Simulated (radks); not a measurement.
The numbers below are computed, except where a source is named.
Initial-state core-level shifts of the arsenic ion As+ when its valence configuration changes from [Ar] 3d10 4s2 4p2. Level of theory: non-relativistic Kohn-Sham, TPSS, spin-polarised, spherical densities, point nucleus; open shells are filled with parallel spins first; meta-GGA in the generalised Kohn-Sham scheme (a radial shooting solver on a logarithmic mesh with Libxc functionals). Shifts are changes of the shell-averaged eigenvalues in eV (positive: less bound); the change of the density at the nucleus, which sets a Mossbauer isomer shift, is in e/bohr^3, on a base of 2.473e+04.

valence,1s,2s,3s,3p,density at nucleus
3d9 4s2 4p3,-13.417,-14.781,-11.739,-11.557,+9.541
3d10 4s1 4p3,-1.081,-1.050,-1.122,-1.113,-15.552
3d10 4p4,-3.238,-3.120,-3.206,-3.192,-31.405
3d10 4s0.5 4p3.5,-2.214,-2.134,-2.216,-2.206,-23.436
3d10 4s1.5 4p2.5,-0.580,-0.557,-0.599,-0.596,-7.805
3d7 4s2 4p5,-43.364,-47.860,-36.555,-36.063,+31.189
3d9 4p5,-16.744,-18.009,-14.997,-14.801,-26.147
3d8 4s2 4p4,-28.061,-30.926,-24.107,-23.758,+19.988
3d9.5 4s2 4p2.5,-6.614,-7.274,-5.843,-5.751,+4.671
